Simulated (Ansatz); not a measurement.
Born–Oppenheimer molecular dynamics of ClF2HOTi (6 atoms, charge 0, multiplicity 1). It starts from a relaxed structure.

These are results of Ansatz 0.2.0, RHF/def2-SVP, not measurements.

```yaml
ensemble: NVT, Langevin thermostat
time_step: 0.25 fs
steps_asked: 150
set_temperature: 1500 K
friction: 0.005 /fs
temperature_schedule: 37 steps to 1500 K, then 113 steps to 10 K
seed: 325987
```

First frame:

```xyz
6
Properties=species:S:1:pos:R:3
Ti -0.096 -0.048 -0.033
O -0.325 -0.085 1.668
H -0.504 -0.125 2.595
F 1.591 -0.016 -0.394
F -0.815 1.377 -0.687
Cl -1.012 -1.824 -0.981
```

Task: What does the run give?

Result: All steps were run.

```yaml
steps_done: 150
time_covered: 37.5 fs
mean_temperature_over_the_second_half: 771 K
spread_of_the_potential_energy_over_the_second_half: 29.5 meV per atom
mean_potential_energy_of_the_second_half_above_the_start: 75.1 meV per atom
```

The schedule's set-point averaged 504 K over the second half and the system 771 K, so it lags behind the ramp. A run of 0.037 ps of so small a system gives no equilibrium averages.

Task: What happens to the structure?

Result: The same pairs are bonded in the first frame and the last. Pairs count as bonded within 1.25 times the sum of covalent radii (0.12 Å more for H–H). This is one draw of velocities; another would differ in detail.

Task: How do temperature and energy run in time?

Result: 
```
time (fs)  T (K)  potential energy less start (eV)
        0   1250                             0.000
        3   1071                             0.156
        6    678                             0.413
        9    346                             0.559
       12    489                             0.521
       15    769                             0.412
       18    842                             0.347
       21   1099                             0.196
       24    938                             0.297
       27    536                             0.586
       30    404                             0.743
       33    654                             0.574
       36    915                             0.356
```

Run time: 6.4 min on 1 thread of Arm Neoverse V1, with other jobs on the host, peak memory 0.2 GiB.
